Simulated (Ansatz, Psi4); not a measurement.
Ansatz (an electronic-structure program) was given this input:
Ansatz 0.2 input:
```yaml
crystal:
  periodic: [false, false, false]
  atoms:
    - {symbol: Ti, position_ang: [-0.00000000, 0.00000000, 0.00000000]}
    - {symbol: F, position_ang: [1.10350812, -0.45756914, -1.41918531]}
    - {symbol: F, position_ang: [-1.10350812, 0.45756914, 1.41918531]}
    - {symbol: F, position_ang: [-1.17988332, 0.81162927, -1.17911828]}
    - {symbol: F, position_ang: [-0.91177399, -1.60408075, -0.19178056]}
    - {symbol: F, position_ang: [0.91177399, 1.60408075, 0.19178056]}
    - {symbol: F, position_ang: [1.17988332, -0.81162927, 1.17911828]}
basis:
  gaussian:
    orbitals: STO-3G
hamiltonian:
  xc: r2scan
total_charge: -2
accuracy: high
```

Write the same job for Psi4.

One answer among several that fit: 
```
memory 2 GB

molecule mol {
-2 1
Ti   -0.000000    0.000000    0.000000
F     1.103508   -0.457569   -1.419185
F    -1.103508    0.457569    1.419185
F    -1.179883    0.811629   -1.179118
F    -0.911774   -1.604081   -0.191781
F     0.911774    1.604081    0.191781
F     1.179883   -0.811629    1.179118
}

set {
  basis sto-3g
  reference rks
  scf_type pk
  puream true
  d_convergence 1e-8
  dft_radial_points 99
  dft_spherical_points 590
}

energy('r2scan')
print_variables()
```

Both were run: Ansatz gave -1431.047898 Eh and Psi4 -1431.048178 Eh, 0.280 mEh apart.
